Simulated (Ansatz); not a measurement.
Reaction (ligand exchange at the Si–C bond): `C=C[SiH2]O[SiH](F)F` + H₂S → `F[SiH](F)O[SiH2]S` + ethylene

Computed with Ansatz on PBE0-D4/def2-TZVP structures; ΔE is electronic, products minus reactants. CBS: MP2 limit from def2 TZ/QZ plus the TZ coupled-cluster correction, frozen cores. This one scheme is used for every species. DFT in def2-TZVPP. B3LYP here is the variant with VWN-RPA as its local correlation; programs differ in this. One conformer a species, not always the lowest.

`C=C[SiH2]O[SiH](F)F`:

Cartesian coordinates in Å:
```
C 1.531 0.431 1.310
C 0.329 0.149 1.803
Si -1.199 -0.033 0.777
O -0.842 0.198 -0.815
Si -0.229 -0.233 -2.225
F 1.306 0.155 -2.279
F -0.304 -1.803 -2.405
H 2.405 0.526 1.948
H 1.699 0.580 0.248
H 0.233 0.011 2.880
H -2.215 0.983 1.148
H -1.789 -1.385 0.947
H -0.925 0.419 -3.336
```

H₂S:

Cartesian coordinates in Å:
```
S 0.244 0.517 -0.240
H -0.781 0.271 0.590
H 0.537 -0.788 -0.351
```

`F[SiH](F)O[SiH2]S`:

Cartesian coordinates in Å:
```
F -2.357 1.143 -0.863
Si -1.132 0.344 -1.463
F -0.426 1.304 -2.504
O -0.109 -0.033 -0.294
Si 1.004 0.118 0.896
S 1.551 -1.769 1.696
H -1.622 -0.850 -2.153
H 2.249 0.682 0.332
H 0.425 0.977 1.953
H 0.416 -1.916 2.400
```

`C=C`:

Cartesian coordinates in Å:
```
C 0.032 -0.635 0.181
C -0.032 0.635 -0.181
H 0.094 -1.434 -0.551
H 0.027 -0.931 1.224
H -0.094 1.434 0.551
H -0.027 0.931 -1.224
```

(1) Is it downhill or uphill in electronic energy at CCSD(T)/CBS, and by how much? (Estimate.)

(2) What do these levels give: PBE-D4, r2SCAN-D4, ωB97X-V, B2PLYP, PBE, r2SCAN, PBE0, B3LYP, SCS-MP2/def2-TZVPP, MP2/def2-QZVPP, SCS-MP2/def2-QZVPP, HF/CBS(def2)? (An estimate is asked.)

Largest T1 diagnostic among the species: 0.012.

## Answers

(1) Ansatz gave: Downhill: ΔE = -56.0 kJ/mol.

(2) The calculation gave: PBE-D4 -56.4, r2SCAN-D4 -57.3, ωB97X-V -54.9, B2PLYP -57.9, PBE -59.8, r2SCAN -58.5, PBE0 -60.2, B3LYP -58.9, SCS-MP2/def2-TZVPP -55.5, MP2/def2-QZVPP -58.1, SCS-MP2/def2-QZVPP -57.0, HF/CBS(def2) -59.9 kJ/mol.

The D4 term adds +5.0 kJ/mol with B3LYP and +3.1 kJ/mol with PBE0; it sums over pairs of atoms, weighted by their polarisabilities, and B3LYP, whose exchange is more repulsive, gets the larger term. In def2-TZVPP, CCSD(T) changes the Hartree–Fock value by +6.3 kJ/mol (the triples alone add +0.3 kJ/mol) and MP2 by +3.2 kJ/mol.
